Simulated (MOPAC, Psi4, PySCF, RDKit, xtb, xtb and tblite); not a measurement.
Two geometries of SMILES C(=C/C#C)/[Si](F)(F)F (C4H3F3Si), relaxed at GFN2-xTB with one dihedral held; other torsions can differ between them too.

Structure A

```
11

C     -2.1296     0.1197     1.4060
C     -1.6019    -0.0495     0.3396
C     -1.0061    -0.2538    -0.9177
C      0.3143    -0.2028    -1.1390
Si     1.6167     0.1580     0.1347
F      2.1906    -1.1187     0.8874
F      1.2116     1.1460     1.3076
F      2.9001     0.8228    -0.5251
H     -2.5818     0.2705     2.3406
H     -1.6974    -0.4657    -1.7255
H      0.6592    -0.3781    -2.1502
```

Structure B

```
11

C     -2.0827     0.1124     1.4175
C     -1.5747    -0.0498     0.3404
C     -0.9910    -0.2393    -0.9249
C      0.3286    -0.1813    -1.1493
Si     1.6173     0.1465     0.1470
F      1.5234    -0.7385     1.4614
F      1.6684     1.6347     0.7009
F      3.0796    -0.1175    -0.4140
H     -2.5226     0.2535     2.3595
H     -1.6872    -0.4387    -1.7313
H      0.6750    -0.3413    -2.1621
```

Problem. Which is lower in energy at the level Psi4 1.11 with DF-MP2 (frozen core)/cc-pVTZ // GFN2-xTB, and by how much?

Solution. B is lower, by 1.44 kJ/mol (dihedral C3–C4–Si5–F6: 90° in A, 50° in B).

E(B) − E(A) in kJ/mol at the other levels, on the same two geometries: GFN2-xTB (xtb and tblite) -0.49; MMFF94 // GFN2-xTB (RDKit) 0.10; PBE0/def2-SVP // GFN2-xTB (Psi4) -0.22; PBE0-D3(BJ)/def2-SVP // GFN2-xTB (Psi4) -0.32; PBE/def2-SVP // GFN2-xTB (Psi4) -0.03; PBE-D3(BJ)/def2-SVP // GFN2-xTB (Psi4) -0.12; HF/cc-pVTZ // GFN2-xTB (Psi4) -1.59; UFF // GFN2-xTB (RDKit) -4.48; PM7, restricted, heats of formation // GFN2-xTB (MOPAC) -0.31; AM1, restricted, heats of formation // GFN2-xTB (MOPAC) -0.73; GFN1-xTB // GFN2-xTB (xtb) -0.60; restricted B3LYP/6-31G*, spherical d, density fitting // GFN2-xTB (PySCF) -0.51; restricted MP2 (frozen core)/6-31G*, spherical d // GFN2-xTB (PySCF) -0.85; restricted Hartree-Fock/STO-3G // GFN2-xTB (PySCF) -0.87; restricted Hartree-Fock/6-31G*, spherical d, density fitting // GFN2-xTB (PySCF) -1.26.

MMFF94 has few fitted parameters for silicon.
